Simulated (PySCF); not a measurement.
Computed shifts of a molecule CH7F2NSi2, PBE/pcSseg-1 in PySCF, GIAO, gas phase, equivalent atoms averaged, in ppm (number of nuclei): ²⁹Si: -9.7 (1), -13.3 (1). ¹⁹F: -187.6 (1), -203.8 (1). ¹⁵N: 85.2 (1). ¹³C: 37.9 (1). ¹H: 5.56 (1), 5.42 (1), 5.40 (1), 5.36 (1), 3.35 (3). References: ²⁹Si against TMS (σ = 335.4 ppm); ¹⁹F against CFCl3 (σ = 133.6 ppm); ¹⁵N against NH3 (σ = 267.0 ppm); ¹³C against TMS (σ = 182.0 ppm); ¹H against TMS (σ = 31.49 ppm), references at their B3LYP-D3(BJ)/def2-TZVP geometries, non-relativistic. Geometry optimised at r2SCAN-D4/def2-SVP. The values are those of a single conformer.

**Question.** Which molecule gave these data?
A. N[C@@H]([SiH3])[SiH](F)F
B. C[SiH2][Si](N)(F)F
C. CN([SiH2]F)[SiH2]F
D. N[Si@H](F)[C@H](F)[SiH3]

**Answer.** C, CN([SiH2]F)[SiH2]F
